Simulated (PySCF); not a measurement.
Species: sum formula SiNH3Cl3 (charge +1, singlet). It need not be the lowest isomer of its formula. 
Structure (B3LYP-D3(BJ)/def2-TZVP (Ansatz) minimum search):
```xyz
8

Si     0.0417     0.0080     0.0072
Cl     0.0847    -1.3430    -1.4638
Cl    -0.5987    -0.6837     1.7685
Cl    -0.6847     1.7954    -0.5110
N      1.8710     0.3610     0.3220
H      2.3724    -0.4872     0.6010
H      2.3303     0.7281    -0.5165
H      1.9952     1.0514     1.0681
```
Charge +1, spin multiplicity 1.

Dispersion corrections to the total energy (kcal/mol) from the dftd3 and dftd4 libraries through PySCF: D3(BJ) without and D4 with the three-body term, each with the damping fitted for the functional named.

```tsv
functional	D3(BJ)	D4
TPSSh	-7.93	___
CAM-B3LYP	-5.84	-5.60
B2PLYP	___	-4.44
PW6B95	-4.03	-5.29
HF	-45.37	-20.18
r2SCAN	-1.81	___
B3LYP	-12.05	-10.42
```

**Question.** What belongs in the gaps?

**Answer.** 
- TPSSh, D4: -7.76
- B2PLYP, D3(BJ): -6.05
- r2SCAN, D4: -1.45
